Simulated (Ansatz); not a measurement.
Species: sum formula SiN$_{3}$H$_{6}$, charge -1, multiplicity 1. It need not be the lowest isomer of its formula. Whether it binds its extra electron was not tested at this geometry. 
Coordinates optimised at B3LYP-D3(BJ)/def2-TZVP (Ansatz, a quantum-chemistry and plane-wave program):
```
Si
N 1 1.6488
H 2 1.0161 1 116.14
N 1 1.7849 2 115.53 3 44.60
H 4 1.0144 1 111.30 2 43.11
H 4 1.0154 5 107.87 1 -125.61
N 1 1.7878 2 109.19 3 168.24
H 7 1.0137 1 111.98 2 106.05
H 7 1.0155 8 107.33 1 119.45
H 1 1.5279 2 123.28 3 -76.28
```
Charge -1, spin multiplicity 1.

Basis-set convergence of Hartree-Fock and CCSD(T) correlation energies (hartree) with Ansatz. Correlated levels leave the core frozen unless marked. Spin-orbit coupling is left out. Non-relativistic. This anion needs diffuse functions, which these sets lack.

```csv
basis,functions,E(HF),"E(corr, CCSD(T))"
cc-pV(D+d)Z,95,-455.81510,-0.68360
cc-pV(T+d)Z,213,-455.90369,-0.85072
cc-pV(Q+d)Z,409,-455.92657,-0.90476
cc-pV(5+d)Z,703,___,___
```

### Question
Some entries are withheld; supply them.

### Answer

- cc-pV(5+d)Z, E(HF): -455.93257
- cc-pV(5+d)Z, E(corr, CCSD(T)): -0.92297
